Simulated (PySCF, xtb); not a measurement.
Si(Cl)(Br)(Me)(OH) (CH₄BrClOSi), SMILES C[Si](O)(Cl)Br. The values are those of a single conformer.

Harmonic wavenumbers (cm⁻¹) from GFN2-xTB (xtb 6.7.1) at its own minimum, in rising order: 79, 121, 133, 182, 197, 226, 250, 379, 494, 734, 783, 836, 839, 935, 1381, 1465, 1466, 3039, 3045, 3049, 3634.

### Question
What does PySCF with PBE-D3(BJ)/def2-SVP give at its own minimum? (An estimate is asked for; the answer gives what the named calculation found.)

### Answer
132, 138, 145, 206, 214, 255, 293, 395, 527, 718, 749, 781, 834, 915, 1222, 1372, 1374, 2988, 3094, 3102, 3758. Paired by order, the mean absolute difference is 47 cm⁻¹ and the zero-point energies are 33.3 and 33.2 kcal/mol.
